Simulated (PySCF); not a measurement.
# Correlation energy of N (nitrogen, neutral)

[He] 2s2 2p3, high-spin 4S determinant. Computed with PySCF 2.14 in aug-cc-pwCVTZ (7s6p4d2f, 59 functions), with the non-relativistic Hamiltonian (point nucleus). Frozen: 1s2; 5 electrons correlated.

MP2 pair energies summed by pair of shells (mhartree):

```json
{"pair": "2s-2p", "energy": "-65.06", "share (%)": "64.7"}
{"pair": "2p-2p", "energy": "-23.92", "share (%)": "23.8"}
{"pair": "2s-2s", "energy": "-11.54", "share (%)": "11.5"}
```

Total MP2 correlation energy: -100.52 mhartree.

Same-spin part -30.74 and opposite-spin part -69.78 mhartree; SCS-MP2 scales them by 1/3 and 6/5 to -93.98 mhartree.
